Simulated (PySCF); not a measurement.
Coordinates in bohr (charge 0 multiplicity 4):
```
Tc    0.0000    0.2760   -0.8822
S     0.0000   -0.8382    2.8534
H     2.4375   -1.1894   -2.0987
H    -2.4375   -1.1894   -2.0987
```

Level of theory: UPBE0 in PySCF with Tc def2-TZVP with ECP28, S def2-TZVP, H def2-TZVP; scalar-relativistic core potentials, no spin–orbit coupling; density-fitted integrals.

This geometry of H₂TcS is a stationary point at this level.

(1) What is the point group?

(2) Is it a minimum?

(3) List the harmonic modes with their infrared intensities.

(4) Give the atomic charges and bond orders.

(5) Give the ideal-gas entropy at 298.15 K and 1 bar by parts.

Results:

(1) Cs.

(2) Yes: all harmonic wavenumbers are real.

(3) 
| symmetry | ω (cm⁻¹) | IR (km/mol) | type |
| --- | --- | --- | --- |
| a' | 251 | 40.2 | bend |
| a'' | 456 | 5.0 | bend |
| a' | 520 | 26.0 | bend |
| a' | 577 | 90.4 | bend |
| a'' | 1989 | 73.7 | stretch |
| a' | 2006 | 114 | stretch |

(4) 
| atom | Mulliken | Löwdin | polar tensor | spin (Mulliken) | Mayer order to Tc1 |
| --- | --- | --- | --- | --- | --- |
| Tc1 | 0.46 | -0.08 | 0.90 | 2.85 | – |
| S2 | -0.39 | 0.11 | -0.51 | 0.36 | 2.22 |
| H3,4 | -0.03 | -0.01 | -0.20 | -0.11 | 0.92 |

(5) translation 169.8, rotation 94.1, vibration 15.1, spin 11.5; total 290.5 J/(mol K).

Only a few start shapes were tried, so a lower isomer may exist. Open d and f shells are described by one determinant, and the ground state may have another occupation or spin.
